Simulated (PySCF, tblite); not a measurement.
Isomers of C7H8NS (doublet state). Computed with GFN2-xTB (tblite): harmonic, unscaled wavenumbers at the GFN2-xTB geometry, gas phase. Against measured fundamentals such values can be off by several per cent, at times by over 20. One conformer each. Open shells enter through the occupations alone, without spin polarisation, and single modes of such species can be off by tens of per cent.

Electronic energies: B3LYP/pcH-1 single points on the GFN2-xTB geometries (PySCF, gas phase).

```json
{"SMILES": "S=CCC1=CC[N]C=C1", "electronic energy, lowest = 0 (kJ/mol)": "45.7"}
{"SMILES": "S=CCC1=C[CH]NC=C1", "electronic energy, lowest = 0 (kJ/mol)": "0.0"}
{"SMILES": "C/[C]=C\\c1nc(C)cs1", "electronic energy, lowest = 0 (kJ/mol)": "56.4"}
{"SMILES": "C/C=[C]\\c1nc(C)cs1", "electronic energy, lowest = 0 (kJ/mol)": "32.1"}
{"SMILES": "S=CC[C]1C=CN=CC1", "electronic energy, lowest = 0 (kJ/mol)": "51.5"}
{"SMILES": "C#C[C@](C)(C#N)CS[CH2]", "electronic energy, lowest = 0 (kJ/mol)": "216.5"}
```

Task: How do GFN2-xTB zero-point energies change the relative energies?

Result: 
```json
{"SMILES": "S=CCC1=C[CH]NC=C1", "ZPE (kJ/mol)": "340.3", "of it from modes above 1550 cm⁻¹": "158.7", "electronic (kJ/mol)": "0.0", "with ZPE, lowest = 0 (kJ/mol)": "0.0", "lowest mode (cm⁻¹)": "58", "rings": "1"}
{"SMILES": "C/C=[C]\\c1nc(C)cs1", "ZPE (kJ/mol)": "333.6", "of it from modes above 1550 cm⁻¹": "157.3", "electronic (kJ/mol)": "32.1", "with ZPE, lowest = 0 (kJ/mol)": "25.4", "lowest mode (cm⁻¹)": "17", "rings": "1"}
{"SMILES": "S=CCC1=CC[N]C=C1", "ZPE (kJ/mol)": "336.8", "of it from modes above 1550 cm⁻¹": "151.8", "electronic (kJ/mol)": "45.7", "with ZPE, lowest = 0 (kJ/mol)": "42.2", "lowest mode (cm⁻¹)": "23", "rings": "1"}
{"SMILES": "S=CC[C]1C=CN=CC1", "ZPE (kJ/mol)": "336.8", "of it from modes above 1550 cm⁻¹": "151.5", "electronic (kJ/mol)": "51.5", "with ZPE, lowest = 0 (kJ/mol)": "48.0", "lowest mode (cm⁻¹)": "70", "rings": "1"}
{"SMILES": "C/[C]=C\\c1nc(C)cs1", "ZPE (kJ/mol)": "333.6", "of it from modes above 1550 cm⁻¹": "154.8", "electronic (kJ/mol)": "56.4", "with ZPE, lowest = 0 (kJ/mol)": "49.7", "lowest mode (cm⁻¹)": "58", "rings": "1"}
{"SMILES": "C#C[C@](C)(C#N)CS[CH2]", "ZPE (kJ/mol)": "324.2", "of it from modes above 1550 cm⁻¹": "176.3", "electronic (kJ/mol)": "216.5", "with ZPE, lowest = 0 (kJ/mol)": "200.4", "lowest mode (cm⁻¹)": "23", "rings": "0"}
```

The zero-point energies span 16.1 kJ/mol, from `C#C[C@](C)(C#N)CS[CH2]` to `S=CCC1=C[CH]NC=C1`. The order is unchanged.

Task: And how do the electronic energies of GFN2-xTB itself compare?

Result: `S=CCC1=C[CH]NC=C1` 0.0; `C/C=[C]\c1nc(C)cs1` 20.4; `S=CCC1=CC[N]C=C1` 62.1; `S=CC[C]1C=CN=CC1` 36.4; `C/[C]=C\c1nc(C)cs1` 82.8; `C#C[C@](C)(C#N)CS[CH2]` 300.2 kJ/mol, lowest = 0. Against the energies above, taken from the same isomer `S=CCC1=C[CH]NC=C1`, the largest difference is 83.7 kJ/mol.

Task: What do entropy and thermal enthalpy add at 298.15 K and 1 bar (rigid rotor, harmonic oscillator, one conformer each)?

Result: 
```
            SMILES  point group  symmetry number  S (J/(mol K))  H − H(0) (kJ/mol)  ZPE + H − H(0) − TS (kJ/mol)
 S=CCC1=C[CH]NC=C1           C1                1          394.2              25.62                         248.4
  S=CC[C]1C=CN=CC1           C1                1          389.1              24.98                         245.8
C/[C]=C\c1nc(C)cs1           Cs                1          419.1              28.65                         237.3
```

S holds R ln(2S + 1) for the spin.

Not tabulated: `C/C=[C]\c1nc(C)cs1` (lowest mode only 17 cm⁻¹); `S=CCC1=CC[N]C=C1` (lowest mode only 23 cm⁻¹); `C#C[C@](C)(C#N)CS[CH2]` (lowest mode only 23 cm⁻¹).
